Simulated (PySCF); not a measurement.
ClIn, triplet, at a GFN2-xTB geometry (such geometries of metal compounds can be far from the true shape) (the spin is typed, not shown lowest) (all electrons, no relativity), with bond 2-1 at 2.0 times its length. Base run: M062X/3-21G (PySCF).

Here is a job for PySCF.
```python
from pyscf import gto, scf, dft

mol = gto.M(
    atom='''
In   -0.00000000   -0.00000000   -0.63631162
Cl    0.00000000    0.00000000    4.30446098
''',
    basis='3-21g',
    spin=2,
    verbose=4,
)

mf = dft.UKS(mol)
mf.xc = 'm062x'
mf.kernel()
```

The base run was repeated with changes; each row names its change, and settings that it needs were set with it.

```json
[
 {"change": "base", "ΔE vs base (mEh)": "0.000", "SCF cycles": "24", "<S^2>": "2.001", "outcome": "converged"},
 {"change": "level_shift = 1.0 (with mf.max_cycle = 100)", "ΔE vs base (mEh)": "0.638", "SCF cycles": "60", "<S^2>": "2.001", "outcome": "converged"},
 {"change": "diis_space = 20", "ΔE vs base (mEh)": "0.000", "SCF cycles": "19", "<S^2>": "2.001", "outcome": "converged"},
 {"change": "diis = off; damp = 0.6 (with mf.diis_start_cycle = 200; with mf.max_cycle = 150)", "ΔE vs base (mEh)": "0.000", "SCF cycles": "27", "<S^2>": "2.001", "outcome": "converged"},
 {"change": "init_guess = vsap", "ΔE vs base (mEh)": "0.425", "SCF cycles": "19", "<S^2>": "2.001", "outcome": "converged"},
 {"change": "diis_space = 4", "ΔE vs base (mEh)": "0.000", "SCF cycles": "29", "<S^2>": "2.001", "outcome": "converged"},
 {"change": "damp = 0.5; diis_start_cycle = 5", "ΔE vs base (mEh)": "0.000", "SCF cycles": "14", "<S^2>": "2.001", "outcome": "converged"},
 {"change": "diis_space = 2", "ΔE vs base (mEh)": "0.638", "SCF cycles": "16", "<S^2>": "2.001", "outcome": "converged"},
 {"change": "level_shift = 0.1 (with mf.max_cycle = 100)", "ΔE vs base (mEh)": "0.004", "SCF cycles": "16", "<S^2>": "2.001", "outcome": "converged"},
 {"change": "level_shift = 0.5 (with mf.max_cycle = 100)", "ΔE vs base (mEh)": "0.638", "SCF cycles": "41", "<S^2>": "2.001", "outcome": "converged"},
 {"change": "conv_tol = 1e-4", "ΔE vs base (mEh)": "0.000", "SCF cycles": "10", "<S^2>": "2.001", "outcome": "converged"},
 {"change": "conv_tol = 1e-11", "ΔE vs base (mEh)": "-", "SCF cycles": "50", "<S^2>": "-", "outcome": "not converged"},
 {"change": "conv_tol = 1e-6", "ΔE vs base (mEh)": "0.000", "SCF cycles": "11", "<S^2>": "2.001", "outcome": "converged"}
]
```

Open shells are given as the SCF converged; they aren't shown to be the lowest states, and a large step between rows can be another state.
